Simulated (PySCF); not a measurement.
## Hg²⁺ (mercury, charge +2) across methods

[Xe] 4f14 5d10, closed-shell 1S. Computed with PySCF 2.14 in x2c-TZVPPall (11s7p7d3f1g, 97 functions), with scalar relativity by spin-free X2C-1e.

```tsv
method	E (hartree)	mean ε 4f (eV)	mean ε 5p (eV)	mean ε 5d (eV)	Σ⟨r²⟩ (bohr²)	⟨S²⟩
LDA	-19612.74	-115.99	-86.480	-29.070	42.18	0.000
PBE	-19624.72	-115.42	-86.141	-28.769	42.12	0.000
UHF	-19618.96397	-138.55	-101.99	-35.248	41.59	0.000
PBE0	-19624.48	-121.48	-90.403	-30.652	41.88	0.000
r2SCAN	-19624.73	-116.42	-87.875	-29.033	41.84	0.000
```

Spin-orbit coupling, which splits the p, d and f shells strongly at this Z, is absent.
